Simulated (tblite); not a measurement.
C7H16P2.
Numbering: `[CH3:1][P:2]([CH3:3])[PH:4][CH:5]1[CH2:6][CH2:7][CH2:8][CH2:9]1` (hydrogens: H10, H11, H12 on C1; H13, H14, H15 on C3; H16 on P4; H17 on C5; H18, H19 on C6; H20, H21 on C7; H22, H23 on C8; H24, H25 on C9)

Structure used (GFN2-xTB), in Å, numbered top down from 1:
```xyz
25
C7H16P2 angstrom
C      3.1673   -1.0214    0.7613
P      1.6910   -0.3723   -0.1578
C      2.5002    1.1383   -0.8712
P      0.7133    0.5905    1.5468
C     -1.0629    0.3822    1.0154
C     -1.3892    1.1548   -0.2646
C     -2.6851    0.5049   -0.7310
C     -2.4213   -0.9860   -0.5092
C     -1.5092   -1.0635    0.7271
H      3.5614   -0.2783    1.4536
H      2.8865   -1.9172    1.3128
H      3.9356   -1.2852    0.0364
H      3.1853    0.8274   -1.6588
H      3.0489    1.6878   -0.1078
H      1.7427    1.7874   -1.3067
H      0.7387   -0.5765    2.3197
H     -1.6661    0.7937    1.8346
H     -1.4772    2.2273   -0.0936
H     -0.6061    0.9775   -1.0073
H     -3.5139    0.8412   -0.1052
H     -2.9218    0.7340   -1.7694
H     -1.9034   -1.3952   -1.3771
H     -3.3439   -1.5478   -0.3693
H     -2.0336   -1.4770    1.5890
H     -0.6482   -1.7025    0.5203
```

Computed values, GFN2-xTB/tblite, gas phase, harmonic and unscaled. Against measured fundamentals such values can be off by several per cent, at times by over 20. Modes of hydrogen on phosphorus can be 10 to 20 % off. One conformer, not necessarily the lowest. The optimisation stopped once no atom felt more than 0.01 eV/Å.

Lowest wavenumbers of the output (negative numbers stand for imaginary wavenumbers):
```
mode    cm-1
  1     -26.5
  2      49.1
  3      72.4
  4     127.8
  5     139.2
  6     177.8
  7     192.2
  8     206.9
```

Question: Is this structure a minimum?

Answer: Not by this Hessian. 1 mode is imaginary beyond 20i (26i cm⁻¹), so at this level the point lies at or near a first-order saddle. The curvature is small, so loose convergence or finite differences may be the whole cause.

Question: Which atoms move in the imaginary mode?

Answer: 26i: C8 (ring CH2 carbon) 35 %, H22 (methylene hydrogen) 12 %, H23 (methylene hydrogen) 11 %. These are shares of the mass-weighted motion.

Question: What is the remedy?

Answer: Step along that mode in both directions, optimise again with tighter thresholds and repeat the frequencies. The zero-point energy of this point (133.9 kcal/mol) counts the 68 real modes alone, and thermal corrections from it aren't those of a minimum.
